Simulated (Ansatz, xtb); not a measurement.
## Two isomers of C3H5FN2Si

We compare X, `Fc1n[nH]cc1[SiH3]`, a singlet, with Y, `Fc1ccnn1[SiH3]`, a singlet. Both are isolated molecules in the gas phase, relaxed with B3LYP/def2-SVP.

Quicker runs give these differences E(Y) − E(X): GFN2-xTB −20.3 kcal/mol; HF/STO-3G −14.3 kcal/mol (at GFN2-xTB geometries); r2SCAN-D4/def2-SVP −1.3 kcal/mol (at GFN2-xTB geometries).

**Question.** Estimate E(Y) − E(X) at the level CCSD(T)/def2-SVP + ΔMP2/def2-TZVPP.

**Answer.** Calculated at CCSD(T)/def2-SVP + ΔMP2/def2-TZVPP: E(Y) − E(X) = −5.0 kcal/mol, so structure Y lies lower.

How the difference moves with the method:

| level | geometry | E(Y) − E(X) (kcal/mol) | departure from the last row (kcal/mol) | job, with rough time for the two |
| --- | --- | --- | --- | --- |
| GFN2-xTB | GFN2-xTB | −20.3 | −15.2 | optimisation, 0.54 s |
| HF/STO-3G | GFN2-xTB | −14.3 | −9.3 | single point, 1.6 s |
| r2SCAN-D4/def2-SVP | GFN2-xTB | −1.3 | +3.7 | single point, 11 s |
| B3LYP/def2-SVP | B3LYP/def2-SVP | −3.2 | +1.8 | optimisation, 1.7 min |
| HF/def2-SVP | B3LYP/def2-SVP | −4.3 | +0.8 | part of the CCSD(T) run |
| MP2/def2-SVP | B3LYP/def2-SVP | −3.8 | +1.3 | part of the CCSD(T) run |
| CCSD(T)/def2-SVP | B3LYP/def2-SVP | −3.8 | +1.2 | single point |
| CCSD(T)/def2-SVP + ΔMP2/def2-TZVPP | B3LYP/def2-SVP | −5.0 |  | single point, 2.9 min |

As drawn, Y has 1 N–Si, 1 C–H in place of 1 C–Si, 1 N–H.

The levels shown agree on the order. The largest departure from CCSD(T)/def2-SVP + ΔMP2/def2-TZVPP is that of GFN2-xTB, 15.2 kcal/mol. The last row adds to CCSD(T) the change of the MP2 difference between the two basis sets, here −1.2 kcal/mol.

With thermal terms from frequencies at re-optimised GFN2-xTB minima (ideal gas, soft modes damped towards free rotors, one conformer each, 298.15 K, 1 atm): the zero-point term adds −0.1 kcal/mol; ΔH is −5.1 and ΔG −5.2 kcal/mol.

The correlated steps freeze 11 core orbitals. Run with Ansatz 0.2.0, xtb 6.7.1; the last row on 2 threads of AMD EPYC (Zen 3) on a shared host.
